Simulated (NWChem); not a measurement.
System: SnNH₂Cl, singlet; SMILES [Sn]([NH2])[Cl]

```xyz
5

Sn    -0.3480    -0.4701     0.0000
Cl     0.1017     1.8967     0.0000
N      1.6178    -0.9443     0.0000
H      1.9943    -1.8874     0.0000
H      2.3529    -0.2418     0.0000
```
Atoms are numbered in this order, from 1.

Low-valent species are run as closed-shell singlets; no triplet was tried in these runs. Coordinates come from a PBE0/def2-SVP optimisation. No frequency run checked for a minimum. def2 effective core potentials on Sn; no spin-orbit coupling.

Symmetry labels are those of Cs in the frame above (b1 and b2, or b-type labels, depend on it).

Task: List the 4 lowest vertical singlet excitations from B3LYP/def2-SVPD with def2 effective core potentials on Sn, TDA (NWChem).

Result: 
```
state  energy (eV)  oscillator strength  symmetry  leading excitation (squared amplitude)
-----  -----------  -------------------  --------  --------------------------------------
S1            4.39                0.043        a"                    HOMO−1 → LUMO (0.88)
S2            4.72                0.051        a'                      HOMO → LUMO (0.83)
S3            4.99                0.031        a"                    HOMO−2 → LUMO (0.88)
S4            5.43                0.012        a"                    HOMO → LUMO+1 (0.99)
```
